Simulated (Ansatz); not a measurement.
Species: C₂H₅Br₂Si (charge 0, doublet). It need not be the lowest isomer of its formula. 
Geometry from a B3LYP-D3(BJ)/def2-TZVP (Ansatz, a first-principles code) optimisation:
SMILES: [CH2][Si](C)(Br)Br
```xyz
10

Si    -0.0584    -0.7275     0.1078
C     -1.6486    -1.5902     0.3378
C      1.4189    -1.8477     0.1685
Br     0.1392     0.8375     1.7024
Br    -0.1008     0.3273    -1.8712
H     -2.5956    -1.0649     0.3264
H     -1.7063    -2.6615     0.4946
H      1.3497    -2.6006    -0.6189
H      1.4676    -2.3499     1.1365
H      2.3372    -1.2786     0.0256
```
Charge 0, spin multiplicity 2.

Dipole moments at this geometry, in debye (magnitudes).

```json
[
 {"level": "SVWN5/def2-TZVPD", "program": "Ansatz", "dipole (D)": "2.30"},
 {"level": "BLYP/def2-TZVPD", "program": "Ansatz", "dipole (D)": "2.24"},
 {"level": "revPBE/def2-TZVPD", "program": "Ansatz", "dipole (D)": "2.29"},
 {"level": "B3LYP/def2-TZVPD", "program": "Ansatz", "dipole (D)": "2.40"},
 {"level": "r2SCANh/def2-TZVPD", "program": "Ansatz", "dipole (D)": "2.45"},
 {"level": "CCSD(T)/def2-SVPD", "program": "Ansatz", "dipole (D)": "2.39"}
]
```
